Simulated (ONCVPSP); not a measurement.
# N, ONCV: configuration errors across variants

```json
{
 "Element": "N",
 "Generator": "ONCVPSP 4.0.1",
 "Type": "optimised norm-conserving Vanderbilt (ONCV)",
 "Functional": "PBE",
 "Relativity": "scalar-relativistic",
 "Frozen core": "[He]",
 "Valence charge": "5",
 "Reference configuration": "2s2 2p2.5 (charge +0.5)",
 "Partial waves": "2s: rc 1.05 bohr, ncon 4, nbas 8, qcut 6.3 1/bohr, local; 2p: rc 2.05 bohr, ncon 4, nbas 8, qcut 5.5 1/bohr, 2 projectors, debl 3.1 Ha; d scattering state at 0.39 Ha: rc 2.25 bohr, ncon 4, nbas 8, qcut 4.6 1/bohr, 2 projectors, debl 3.2 Ha",
 "Local potential": "the s channel",
 "Core correction": "none"
}
```

All-electron excitation energies from the reference (eV): (1) 2s2 2p3 -5.093; (2) 2s2 2p2 8.498; (3) 2s2 2p1 37.351; (4) 2s2 2p0 84.433.

Errors AE − PS in meV (a dash: test not solved or not reliable):

| change | (1) | (2) | (3) | (4) | bound ghosts | GHOST(+) flags above zero |
| --- | --- | --- | --- | --- | --- | --- |
| base | +16 | +34 | +536 | +2297 | none | none |
| p: qcut 3.2 | +38 | +75 | +1108 | +4490 | none | none |
| p: qcut 4.9 | +20 | +41 | +645 | +2721 | none | none |
| p: qcut 5.6 | +15 | +33 | +520 | +2237 | none | none |
| p: qcut 6.5 | +12 | +25 | +411 | +1810 | none | none |
| p: qcut 7.3 | +9.6 | +21 | +346 | +1546 | none | none |
| p: qcut 8.2 | +7.8 | +17 | +288 | +1314 | none | none |

(1) Give the same row for: p: qcut 4.4.

## Answers

(1) +24, +49, +756, +3157; bound ghosts: none; GHOST(+) flags above zero: none.
